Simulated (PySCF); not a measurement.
```xyz
6

O      2.6201    -0.8243     0.1046
Si     1.1610    -0.4199     0.1740
C     -0.0931     0.8199     0.4844
Si    -1.0144    -0.6089     0.0545
H     -0.1829     1.8611     0.7743
H     -2.4907    -0.8279    -0.0523
```

Charge 0, multiplicity 1.

Question: Give the Mulliken and meta-Löwdin atomic charges from PBE0-D3(BJ)/def2-TZVP (PySCF).

Answer: 
```tsv
atom	Mulliken (e)	meta-Löwdin (e)
O1	-0.53	-0.77
Si2	0.54	0.99
C3	-0.29	-0.65
Si4	0.08	0.32
H5	0.16	0.15
H6	0.03	-0.03
```
